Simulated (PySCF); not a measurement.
In(F)(Me)(NMe2) (C₃H₉FInN), SMILES C[N](C)[In]([CH3])[F]. Atoms are numbered in the order given.

```xyz
15

In     0.0211     0.5138     0.0000
F      2.0106     0.7203     0.0000
C     -1.2320     2.2633     0.0000
H     -1.0030     2.8587    -0.9033
H     -1.0030     2.8587     0.9033
H     -2.2970     1.9675     0.0000
N     -0.2452    -1.5073     0.0000
C      0.9048    -2.3863     0.0000
C     -1.5245    -2.1746     0.0000
H      0.9208    -3.0539     0.8976
H      0.9208    -3.0539    -0.8976
H      1.8385    -1.7892     0.0000
H     -1.6588    -2.8322    -0.8961
H     -1.6588    -2.8322     0.8961
H     -2.3617    -1.4458     0.0000
```

The structure is a stationary point at PBE-D3(BJ)/def2-SVP. The def2 effective core potentials stand for the cores of In; spin–orbit coupling is left out. The values are those of a single conformer.

Computed with M06-2X/def2-TZVP (PySCF).

The molecule is in vacuum.

```
Property                                                                                                         Value
---------------------------------------------------------------------------------------------  -----------------------
total energy                                                                                        -464.40936 hartree
point group                                                                                                         Cs
highest occupied level                                                                                        -7.32 eV
lowest empty level                                                                                            -0.41 eV
orbital gap                                                                                                    6.91 eV
dipole moment                                                                                                0.770 e·Å
quadrupole, principal values (traceless, Buckingham form, about the centre of nuclear charge)   -10.45, 4.91, 5.54 D·Å
mean static polarisability                                                                       82.0 bohr³ (12.15 Å³)
polarisability, principal values                                                               62.1, 76.6, 107.2 bohr³
```
